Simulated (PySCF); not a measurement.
C3H9B, SMILES BC(C)C.

Geometry: ωB97X-D3(BJ)/def2-SVP. The structure was generated by enumeration, and PubChem lists no compound with its InChIKey, so it may never have been made.

Level of theory: PySCF with TDDFT-PBE/def2-SVPD.

Vertical excitations. The molecule is in vacuum. State labels are in the subgroup Cs.

| state | symmetry | energy (eV) | λ (nm) | f | main pairs |
|---|---|---|---|---|---|
| S1 | A' | 4.92 | 252 | 0.002 | HOMO→LUMO 99 % |
| S2 | A" | 5.41 | 229 | 0.002 | HOMO−1→LUMO 100 % |
| S3 | A" | 6.09 | 204 | 0.000 | HOMO−3→LUMO 100 % |
| S4 | A' | 6.26 | 198 | 0.036 | HOMO−2→LUMO 98 % |
| S5 | A" | 6.93 | 179 | 0.001 | HOMO−4→LUMO 100 % |
| S6 | A' | 7.13 | 174 | 0.029 | HOMO→LUMO+1 100 % |
| S7 | A" | 7.64 | 162 | 0.042 | HOMO−1→LUMO+1 99 % |
| S8 | A" | 7.81 | 159 | 0.006 | HOMO−6→LUMO 99 % |
| S9 | A' | 7.89 | 157 | 0.005 | HOMO−5→LUMO 97 % |
| S10 | A" | 8.07 | 154 | 0.001 | HOMO→LUMO+2 100 % |
| T1 | A' | 4.37 | 284 | 0 | HOMO→LUMO 99 % |
| T2 | A" | 4.81 | 258 | 0 | HOMO−1→LUMO 97 % |
| T3 | A' | 5.84 | 212 | 0 | HOMO−2→LUMO 99 % |
| T4 | A" | 5.97 | 208 | 0 | HOMO−3→LUMO 98 % |
Triplets are in the Tamm–Dancoff approximation, which puts them higher than full response would, so one can lie above its singlet here.
